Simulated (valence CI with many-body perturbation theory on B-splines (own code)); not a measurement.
**Forbidden lines of Os⁶⁸⁺**

Level of theory: configuration interaction combined with many-body perturbation theory (CI+MBPT): six valence electrons over a frozen Dirac-Fock core [He], a basis of 9 s, 9 p, 8 d, 6 f, 3 g, 1 h functions for each j, with the one-electron correlation potential Σ1, the two-electron term Σ2, the three-electron term Σ3, Breit, model QED; selected CI, second order for the rest, scaled by the run's own slope (own B-spline code, finite nucleus).

No measured spectrum was set against this ion. As an estimate, large intervals hold to a few tenths of a per cent, small ones and those within an open d or f shell to about a per cent. Among the levels kept, up to 2100 cm⁻¹ of a level comes from second order outside the variational space, and about a tenth of that is noise between levels of different J, which matters for small intervals.

Lines 1 to 50 of 53 in falling wavelength, among levels below 91295 × 10³ cm⁻¹, chosen from the decays that carry over 1 % of a level's rate. Wavelengths and rates use the calculated energies. Electric multipoles are in the length gauge with retardation, E1 and E2 with the static RPA response of the core. M1 uses the relativistic operator with retardation. Weak lines are less certain than strong ones. Lines between different terms over intervals too small for the method are left out, as are lines whose strength nearly cancels. The highest levels of a list are the least certain.

Levels are named by their leading jj configuration (3d3/2^4 stands for four electrons in 3d with j = 3/2), which in mixed levels can hold well under half, so a name can repeat and another be missing. Letters in brackets count levels of one name in rising energy.

```
λ vac (nm)                               Upper                           Lower  Type   A (s⁻¹)  Branch %
     19.54          (2s^2 2p1/2^2 2p3/2^2) J=0      (2s^2 2p1/2^2 2p3/2^2) J=2    E2  9.29e+01     100.0
    0.8158            (2s^2 2p1/2 2p3/2^3) J=1      (2s^2 2p1/2^2 2p3/2^2) J=0    M1  1.10e+10      26.5
    0.7930  (2s^2 2p1/2 2p3/2^2 3p1/2) J=1 [a]  (2s^2 2p1/2^2 2p3/2 3p1/2) J=1    M1  2.94e+10       3.2
    0.7896  (2s^2 2p1/2 2p3/2^2 3p1/2) J=2 [a]  (2s^2 2p1/2^2 2p3/2 3p1/2) J=2    M1  2.82e+10       1.7
    0.7831            (2s^2 2p1/2 2p3/2^3) J=1      (2s^2 2p1/2^2 2p3/2^2) J=2    M1  3.02e+10      73.1
    0.7739            (2s^2 2p1/2 2p3/2^3) J=2      (2s^2 2p1/2^2 2p3/2^2) J=2    M1  1.81e+10      98.3
    0.7739            (2s^2 2p1/2 2p3/2^3) J=2      (2s^2 2p1/2^2 2p3/2^2) J=2    E2  2.59e+08       1.4
    0.7609                  (2s^2 2p3/2^4) J=0        (2s^2 2p1/2 2p3/2^3) J=1    M1  7.55e+10      55.5
    0.1349      (2s^2 2p1/2^2 2p3/2 3p1/2) J=1      (2s^2 2p1/2^2 2p3/2^2) J=0    M1  2.20e+10       1.3
    0.1349      (2s^2 2p1/2^2 2p3/2 3p1/2) J=2      (2s^2 2p1/2^2 2p3/2^2) J=0    E2  5.87e+11      20.6
    0.1346  (2s^2 2p1/2 2p3/2^2 3p1/2) J=1 [a]        (2s^2 2p1/2 2p3/2^3) J=2    E2  3.13e+11      34.5
    0.1346  (2s^2 2p1/2 2p3/2^2 3p1/2) J=1 [a]        (2s^2 2p1/2 2p3/2^3) J=2    M1  1.14e+10       1.3
    0.1344  (2s^2 2p1/2 2p3/2^2 3p1/2) J=2 [a]        (2s^2 2p1/2 2p3/2^3) J=2    M1  3.55e+10       2.1
    0.1344  (2s^2 2p1/2 2p3/2^2 3p1/2) J=2 [a]        (2s^2 2p1/2 2p3/2^3) J=2    E2  3.13e+10       1.9
    0.1343  (2s^2 2p1/2 2p3/2^2 3p1/2) J=1 [a]        (2s^2 2p1/2 2p3/2^3) J=1    E2  3.12e+11      34.4
    0.1343  (2s^2 2p1/2 2p3/2^2 3p1/2) J=1 [a]        (2s^2 2p1/2 2p3/2^3) J=1    M1  5.75e+10       6.3
    0.1342      (2s^2 2p1/2 2p3/2^2 3p1/2) J=3        (2s^2 2p1/2 2p3/2^3) J=2    E2  1.83e+12      80.5
    0.1342  (2s^2 2p1/2 2p3/2^2 3p1/2) J=2 [a]        (2s^2 2p1/2 2p3/2^3) J=1    E2  1.46e+12      88.3
    0.1340      (2s^2 2p1/2^2 2p3/2 3p1/2) J=1      (2s^2 2p1/2^2 2p3/2^2) J=2    E2  1.57e+12      90.3
    0.1340      (2s^2 2p1/2^2 2p3/2 3p1/2) J=1      (2s^2 2p1/2^2 2p3/2^2) J=2    M1  5.72e+10       3.3
    0.1340      (2s^2 2p1/2^2 2p3/2 3p1/2) J=2      (2s^2 2p1/2^2 2p3/2^2) J=2    E2  2.15e+12      75.9
    0.1340      (2s^2 2p1/2^2 2p3/2 3p1/2) J=2      (2s^2 2p1/2^2 2p3/2^2) J=2    M1  3.44e+10       1.2
    0.1339      (2s^2 2p1/2 2p3/2^2 3p1/2) J=3        (2s^2 2p1/2 2p3/2^3) J=1    E2  3.05e+11      13.4
    0.1336  (2s^2 2p1/2 2p3/2^2 3p1/2) J=2 [b]        (2s^2 2p1/2 2p3/2^3) J=2    E2  1.03e+12      32.4
    0.1334  (2s^2 2p1/2 2p3/2^2 3p1/2) J=1 [b]        (2s^2 2p1/2 2p3/2^3) J=2    E2  8.13e+11      42.5
    0.1334  (2s^2 2p1/2 2p3/2^2 3p1/2) J=1 [b]        (2s^2 2p1/2 2p3/2^3) J=2    M1  3.02e+10       1.6
    0.1334      (2s 2p1/2^2 2p3/2^2 3p1/2) J=0        (2s 2p1/2^2 2p3/2^3) J=2    E2  1.61e+12       9.4
    0.1333  (2s^2 2p1/2 2p3/2^2 3p1/2) J=2 [b]        (2s^2 2p1/2 2p3/2^3) J=1    E2  2.14e+11       6.7
    0.1331  (2s^2 2p1/2 2p3/2^2 3p1/2) J=1 [b]        (2s^2 2p1/2 2p3/2^3) J=1    E2  8.15e+11      42.6
    0.1327      (2s^2 2p1/2 2p3/2^2 3p1/2) J=0        (2s^2 2p1/2 2p3/2^3) J=2    E2  1.61e+12      52.2
    0.1324      (2s^2 2p1/2 2p3/2^2 3p1/2) J=0        (2s^2 2p1/2 2p3/2^3) J=1    M1  3.50e+10       1.1
    0.1282  (2s^2 2p1/2 2p3/2^2 3p3/2) J=3 [a]        (2s^2 2p1/2 2p3/2^3) J=2    E2  2.64e+11       7.4
    0.1282      (2s^2 2p1/2 2p3/2^2 3p3/2) J=0        (2s^2 2p1/2 2p3/2^3) J=2    E2  5.37e+11      13.4
    0.1282      (2s^2 2p1/2^2 2p3/2 3p3/2) J=2      (2s^2 2p1/2^2 2p3/2^2) J=0    E2  6.23e+11      20.8
    0.1281      (2s^2 2p1/2 2p3/2^2 3p3/2) J=2        (2s^2 2p1/2 2p3/2^3) J=2    E2  8.26e+10       1.2
    0.1280      (2s^2 2p1/2 2p3/2^2 3p3/2) J=1        (2s^2 2p1/2 2p3/2^3) J=2    E2  8.50e+10       1.1
    0.1279  (2s^2 2p1/2 2p3/2^2 3p3/2) J=3 [a]        (2s^2 2p1/2 2p3/2^3) J=1    E2  3.29e+11       9.2
    0.1279      (2s^2 2p1/2 2p3/2^2 3p3/2) J=2        (2s^2 2p1/2 2p3/2^3) J=1    E2  5.77e+11       8.4
    0.1279      (2s^2 2p1/2 2p3/2^2 3p3/2) J=4        (2s^2 2p1/2 2p3/2^3) J=2    E2  5.92e+11      14.5
    0.1279  (2s^2 2p1/2 2p3/2^2 3p3/2) J=3 [b]        (2s^2 2p1/2 2p3/2^3) J=2    E2  3.69e+11       9.9
    0.1277      (2s^2 2p1/2^2 2p3/2 3p3/2) J=3      (2s^2 2p1/2^2 2p3/2^2) J=2    E2  1.21e+12      37.4
    0.1277      (2s^2 2p1/2^2 2p3/2 3p3/2) J=1      (2s^2 2p1/2^2 2p3/2^2) J=2    E2  1.22e+12      37.7
    0.1277      (2s^2 2p1/2 2p3/2^2 3p3/2) J=1        (2s^2 2p1/2 2p3/2^3) J=1    E2  5.36e+11       6.8
    0.1276  (2s^2 2p1/2 2p3/2^2 3p3/2) J=3 [b]        (2s^2 2p1/2 2p3/2^3) J=1    E2  2.70e+11       7.3
    0.1270      (2s^2 2p1/2^2 2p3/2 3p3/2) J=0      (2s^2 2p1/2^2 2p3/2^2) J=2    E2  3.13e+12      50.5
    0.1247      (2s^2 2p1/2^2 2p3/2 3d5/2) J=4      (2s^2 2p1/2^2 2p3/2^2) J=2    M2  8.55e+10      40.7
    0.1247      (2s^2 2p1/2^2 2p3/2 3d5/2) J=4      (2s^2 2p1/2^2 2p3/2^2) J=2    E3  6.38e+09       3.0
    0.1100  (2s^2 2p1/2 2p3/2^2 3p3/2) J=3 [a]      (2s^2 2p1/2^2 2p3/2^2) J=2    E2  6.58e+11      18.4
    0.1100      (2s^2 2p1/2 2p3/2^2 3p3/2) J=0      (2s^2 2p1/2^2 2p3/2^2) J=2    E2  1.44e+12      36.0
    0.1099      (2s^2 2p1/2 2p3/2^2 3p3/2) J=2      (2s^2 2p1/2^2 2p3/2^2) J=2    E2  6.42e+11       9.3
```
